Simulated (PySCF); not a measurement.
C4H3BrO, SMILES Brc1occc1. Geometry: PBE-D3(BJ)/def2-SVP.

Computed equilibrium geometry at PBE-D3(BJ)/def2-SVP (PySCF confirms it by a frequency run) as a Z-matrix, and its point group:
point group Cs.
```
C
C 1 1.3769
O 2 1.3590 1 111.30
C 3 1.3694 2 106.67 1 0.00
C 4 1.3740 3 110.31 2 0.00
H 4 1.0941 3 115.57 2 180.00
H 1 1.0942 2 126.50 3 180.00
H 5 1.0956 4 126.54 6 0.00
Br 2 1.8645 3 116.99 4 180.00
```
